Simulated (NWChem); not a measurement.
# CH7ClSi2; SMILES [SiH3]C[SiH2]Cl

```xyz
11

Si     0.5822     2.0026     0.1048
C     -0.8737     0.9578    -0.4937
Si    -0.9882    -0.7753     0.1931
Cl     0.8218    -1.7576    -0.0798
H      1.8643     1.4973    -0.4655
H      0.6625     1.9622     1.5972
H      0.3931     3.4231    -0.3216
H     -0.8424     0.9081    -1.5956
H     -1.8119     1.4759    -0.2234
H     -1.2684    -0.7442     1.6567
H     -2.0395    -1.5724    -0.5010
```
Atoms are numbered in this order, from 1.

Computed with NWChem. All runs use the structure optimised with PBE0/def2-SVP. Level SCAN/def2-SVP: energy and gradient on several grids; changes count from the extra-fine grid, which is no exact limit either.

| grid | size of the energy change (μHa) | largest change of a gradient component (μHa/bohr) | time, medium = 1 (rough) |
|---|---|---|---|
| xcoarse | 30000 | 2000 | about 1 |
| coarse | 5000 | 2000 | about 1 |
| medium | 1000 | 800 | about 1 |
| fine | 600 | 400 | about 1 |
| xfine | < 10 | < 30 | 2 |
